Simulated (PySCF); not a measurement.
# Constants of ZnH, step by step

State: ²Σ⁺, doublet, unpaired electrons σ ↑. De refers to Zn + H. ROHF-based CCSD(T) in PySCF 2.14 with Zn cc-pVTZ-PP with ECP10, H cc-pVTZ and Zn cc-pVQZ-PP with ECP10, H cc-pVQZ (frozen core orbitals: 4; scalar-relativistic core potentials). Correlation energies are extrapolated as n⁻³ (n = 3, 4), Hartree–Fock as (n+1)·exp(−9√n). CV is the change on freezing 0 orbitals instead, in Zn cc-pwCVTZ-PP with ECP10, H cc-pVTZ.

| Level | Re (Å) | ωe (cm⁻¹) | ωexe (cm⁻¹) | αe (cm⁻¹) | De (eV) |
| --- | --- | --- | --- | --- | --- |
| CCSD(T)/TZ | 1.5862 | 1634.6 | 49.4 | 0.268 | 0.939 |
| CCSD(T)/QZ | 1.5812 | 1612.5 | n/a | 0.285 | 0.946 |
| HF/CBS | 1.5981 | 1717.8 | 24.2 | 0.185 | 0.716 |
| MP2/CBS | 1.5413 | 1797.7 | n/a | 0.236 | 0.841 |
| CCSD/CBS | 1.5828 | 1622.2 | n/a | 0.270 | 0.975 |
| CCSD(T)/CBS | 1.5817 | 1605.4 | n/a | 0.286 | 0.948 |
| CCSD(T)/CBS+CV | 1.5822 | 1601.3 | n/a | 0.288 | 0.935 |

Question: How much is left between CCSD(T)/QZ and the basis-set limit, and how much do the triples give at the limit?

Answer: CCSD(T)/CBS less CCSD(T)/QZ: +0.5 mÅ in Re, -7.1 cm⁻¹ in ωe and +0.002 eV in De. CCSD(T)/CBS less CCSD/CBS: -1.1 mÅ in Re, -16.8 cm⁻¹ in ωe and -0.027 eV in De.

Question: What do the later terms add?

Answer: CV: +0.5 mÅ in Re, -4.1 cm⁻¹ in ωe and -0.013 eV in De, each against the row above.

The T1 diagnostic is 0.030. The state was picked by a PBE0 search and need not be the measured ground state. Spin–orbit coupling, excitations beyond (T) and corrections to the Born–Oppenheimer picture are left out.

The whole job (state search and all basis sets along the bond) took about 40 min on 4 threads of Arm Neoverse V1 (shared host), peak memory 13 GiB.
